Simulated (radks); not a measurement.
Values are calculated unless marked as measured or tabulated.
Excited configurations of Li III: one electron is placed in a higher orbital outside the bare nucleus. The ground configuration is 1s1. Code: a radial shooting solver on a logarithmic mesh with Libxc functionals. Model: Dirac Kohn-Sham, LDA (Slater exchange, Perdew-Wang correlation), spin-unpolarised, spherical densities, finite nucleus; open shells fill j = l - 1/2 first; Fermi nuclear charge, rms radius 2.444 fm. Excitation = E - E(ground); binding = E(ion) - E, where the ion is the core of charge +3; n* = 3/sqrt(2 binding) in atomic units, and the quantum defect is n - n*.

outer orbital,excitation (eV),binding (eV),n*,<r> (bohr)
3s1/2,102.65,13.579,3.003,4.503
3p1/2,102.72,13.515,3.010,4.193
3d3/2,102.97,13.265,3.038,3.581
4d3/2,108.53,7.703,3.987,7.019
5p1/2,111.20,5.028,4.935,12.06
5f5/2,111.24,4.988,4.955,10.48
6f5/2,112.71,3.517,5.901,15.85
7d3/2,113.62,2.614,6.844,23.13

The Delta-SCF ionisation energy is 116.23 eV (NIST Atomic Spectra Database: 122.45 eV, theoretical). Self-interaction in the functional shifts the binding energies and quantum defects, so they are the method's values and not measured ones. Spin polarisation and multiplet splitting are left out, so open shells lie too high by an amount that depends on their filling.

Beside tabulated values, note that spin-unpolarised runs miss the spin-polarisation part of the exchange energy of open shells.
